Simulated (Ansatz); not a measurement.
Start from `CC(N)O` and change one atom or group to get `BNC(C)O`.

Ansatz, PBE0-D4/def2-TZVP geometries, multiplicity 1. Each molecule was computed in one conformer, which needn't be the lowest.

```csv
property,`CC(N)O`
HOMO energy (B3LYP/def2-TZVPP) / eV,-6.97
HOMO–LUMO gap (PBE0/def2-TZVPP) / eV,8.02
LUMO energy (PBE0/def2-TZVPP) / eV,0.81
LUMO energy (PBE/def2-TZVPP) / eV,-0.02
size of the dipole moment (PBE/def2-TZVPP) / D,1.48
size of the dipole moment (ωB97M-V/def2-TZVPP) / D,1.53
```

**Question.** Give the same properties after the change, and the shifts. (Estimate.)

**Answer.** Computed: 
```csv
property,`BNC(C)O`,shift
HOMO energy (B3LYP/def2-TZVPP) / eV,-7.85,-0.88
HOMO–LUMO gap (PBE0/def2-TZVPP) / eV,8.07,0.05
LUMO energy (PBE0/def2-TZVPP) / eV,-0.02,-0.83
LUMO energy (PBE/def2-TZVPP) / eV,-0.97,-0.95
size of the dipole moment (PBE/def2-TZVPP) / D,0.64,-0.84
size of the dipole moment (ωB97M-V/def2-TZVPP) / D,0.43,-1.10
```

With PBE0 the HOMO falls by 0.88 eV and the LUMO falls by 0.83 eV, so the gap widens by about 0.05 eV. PBE moves the HOMO by -0.95 eV and ωB97M-V by -0.83 eV. Dipoles are sizes alone; their direction can turn.

B3LYP here is the variant with VWN-RPA as its local correlation; programs differ in this.
